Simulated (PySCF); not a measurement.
Structure from NMR data

Molecular formula: C8H6FN. Simulated spectra:

1H NMR (400 MHz, computed): δ 7.87 (m, 1H), 7.42 (m, 1H), 7.33 (m, 1H), 7.11 (m, 1H), 3.56 (dt, J = 2.6, 1.2 Hz, 2H).

13C{1H} NMR (computed): δ 164.6 (C, d, J = 312.0 Hz), 132.4 (CH, d, J = 5.4 Hz), 131.7 (CH), 126.8 (CH), 120.1 (C, d, J = 11.8 Hz), 118.9 (C), 117.2 (CH, d, J = 18.0 Hz), 19.3 (CH2, d, J = 7.5 Hz).

How the numbers were obtained: shieldings: GIAO B97-2/pcSseg-1, geometry from PBE0-D3(BJ)/def2-SVP, spin–spin couplings from B3LYP/pcJ-1 (spin–dipole term only in couplings to heteroatoms), in PySCF (single conformer, non-relativistic Hamiltonian, averaged over atoms made equivalent by symmetry, fast rotation or ring inversion, gas phase).

Chemical shifts δ = σref − σ; TMS for 1H (σref 31.38) and 13C (σref 183.69), all at this level.

Q: Deduce the structure.

A: 
1. Rings plus π bonds: 6 (1 ring in the answer).
2. 8 carbon signals for 8 carbons: no two carbons are equivalent.
3. Carbon types of the structure: 3 × C, 4 × CH, 1 × CH2, which accounts for all hydrogens.
4. δC 164.6: aromatic carbon bearing fluorine; an ipso carbon deshielded by its heteroatom.
5. δC 132.4, 131.7, 126.8, 117.2: aromatic CH.
6. δC 120.1: substituted aromatic carbon.
7. δC 118.9: nitrile carbon; typical of a nitrile.
8. δC 19.3: sp3 CH2 on an aromatic ring; aliphatic region, no heteroatom directly attached.
9. δH 7.87, 7.42, 7.33, 7.11: hydrogen on an aromatic CH; the ring current deshields protons in the ring plane.
10. δH 3.56: hydrogen on an sp3 CH2 on an aromatic ring.

The compound is `N#CCc1ccccc1F`.

The data come from this structure; uniqueness wasn't tested.

C–F couplings over four or more bonds (about 3 Hz to the para carbon of a fluoroarene) are left out. Common functionals overestimate the size of one-bond C–F couplings by tens of Hz; these are unscaled. Multiplet labels drop couplings under 1 Hz and merge nearly equal ones. Unscaled 3J(H,H) at this level run about 10 % above measured values. Shifts are as computed. Against solution values, carbons near 30 ppm lie about +1 ppm off and those near 130 ppm about +2 ppm. Of 1211 compounds with measured shifts, 218 miss one by over three times the rms of a fit or turn the order of signals round; such compounds aren't used in these exercises.
